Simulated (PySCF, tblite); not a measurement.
Compound: 3-methoxythiophene, C5H6OS.
Numbering: `[CH3:1][O:2][c:3]1[cH:4][cH:5][s:6][cH:7]1` (hydrogens: H8, H9, H10 on C1; H11 on C4; H12 on C5; H13 on C7)

Computed with GFN2-xTB (tblite), gas phase: Langevin dynamics at 400 K from the optimised GFN2-xTB geometry, time step 0.5 fs, friction 0.01 fs⁻¹, 2000 steps. Over the second half of the run the saved frames average 366 K.

Frame at 250 fs, instantaneous temperature 312 K:
```
atom  x, y, z in Å
C1      2.010    0.257    0.276
O2      0.645    0.874    0.386
C3     -0.463    0.191    0.142
C4     -1.733    0.770    0.264
C5     -2.731   -0.098    0.120
S6     -2.237   -1.699   -0.241
C7     -0.564   -1.160   -0.116
H8      2.350    0.169   -0.784
H9      2.028   -0.721    0.806
H10     2.602    1.071    0.735
H11    -1.801    1.854    0.357
H12    -3.812    0.065    0.207
H13     0.235   -1.893   -0.120
```

Frame at 425 fs, instantaneous temperature 335 K:
```
atom  x, y, z in Å
C1      1.616    0.007    0.709
O2      0.453    0.737    0.584
C3     -0.689   -0.001    0.486
C4     -1.961    0.566    0.883
C5     -3.043   -0.297    0.773
S6     -2.447   -1.840    0.061
C7     -0.783   -1.241   -0.008
H8      2.029   -0.115   -0.261
H9      1.577   -0.951    1.142
H10     2.341    0.651    1.290
H11    -1.980    1.434    1.508
H12    -4.024   -0.247    1.216
H13    -0.066   -1.872   -0.568
```

Frame at 625 fs, instantaneous temperature 360 K:
```
atom  x, y, z in Å
C1      1.526   -0.888    1.049
O2      0.529    0.162    0.925
C3     -0.804   -0.172    0.595
C4     -1.863    0.733    0.749
C5     -3.013    0.295    0.202
S6     -2.904   -1.355   -0.342
C7     -1.270   -1.354    0.160
H8      1.574   -1.393    0.071
H9      1.297   -1.670    1.773
H10     2.550   -0.548    1.286
H11    -1.648    1.750    1.071
H12    -3.935    0.857    0.181
H13    -0.589   -2.194   -0.149
```

Frame at 800 fs, instantaneous temperature 487 K:
```
atom  x, y, z in Å
C1      1.122   -1.157    0.914
O2      0.235   -0.123    1.175
C3     -0.941   -0.116    0.402
C4     -1.936    0.802    0.769
C5     -3.106    0.509    0.142
S6     -2.945   -0.789   -1.014
C7     -1.276   -0.976   -0.608
H8      1.159   -1.401   -0.196
H9      0.812   -2.088    1.536
H10     2.152   -0.902    1.155
H11    -1.849    1.534    1.510
H12    -4.056    0.954    0.073
H13    -0.746   -1.832   -1.075
```

Frame at 1000 fs, instantaneous temperature 373 K:
```
atom  x, y, z in Å
C1      1.084   -0.946    0.850
O2     -0.087   -0.358    1.336
C3     -1.198   -0.544    0.694
C4     -2.445   -0.076    1.142
C5     -3.492   -0.153    0.273
S6     -2.982   -0.843   -1.243
C7     -1.400   -1.000   -0.589
H8      1.199   -0.857   -0.344
H9      1.085   -1.992    1.144
H10     1.913   -0.411    1.424
H11    -2.572    0.394    2.100
H12    -4.544    0.233    0.309
H13    -0.599   -1.364   -1.222
```

Task: What do single points at PBE0/pcSseg-1 (PySCF, gas phase) give on these frames?

Result: 
```
t (fs)  GFN2-xTB E above start (eV)  DFT E above lowest frame (eV)  HOMO (eV)  LUMO (eV)  dipole (D)
   250                         0.41                           0.00      -6.13      -0.17        1.75
   425                         0.57                           0.14      -6.46      -0.62        1.37
   625                         0.49                           0.12      -6.46      -0.33        1.17
   800                         0.44                           0.07      -6.40      -0.45        0.87
  1000                         0.59                           0.18      -6.20      -0.25        1.38
```

Both levels order the frames alike by energy; measured from each level's lowest frame they differ by 0.04 eV at most. The HOMO–LUMO gap runs from 5.84 to 6.13 eV. These are instantaneous structures, not minima.

Task: And the isotropic GIAO shieldings (ppm) from the same runs?

Result: 
```csv
atom,250 fs,425 fs,625 fs,800 fs,1000 fs,mean,range
C1,115.8,131.2,126.5,124.7,122.2,124.1,15.4
O2,217.9,255.3,230.6,226.0,246.1,235.2,37.4
C3,20.6,21.7,19.0,21.4,27.1,22.0,8.1
C4,68.9,51.4,62.4,66.0,63.4,62.4,17.5
C5,55.9,35.9,53.1,46.2,50.7,48.4,20.0
S6,323.5,232.6,332.8,285.3,317.5,298.3,100.2
C7,77.7,74.1,80.3,79.8,79.5,78.3,6.2
H8,27.0,28.3,27.5,26.8,25.4,27.0,2.9
H9,26.9,29.0,28.1,26.5,27.6,27.6,2.5
H10,26.6,26.9,27.2,27.4,26.1,26.8,1.3
H11,24.9,24.8,24.7,25.2,25.2,25.0,0.5
H12,24.6,23.6,24.6,24.7,23.6,24.2,1.1
H13,25.6,24.9,25.1,24.7,25.8,25.2,1.1
```

What follows is the cost of the whole dynamics run. The run took 8.2 s wall on one thread, Arm Neoverse V2 (aarch64), on a shared host, and the process peaked at 0.18 GiB of memory.
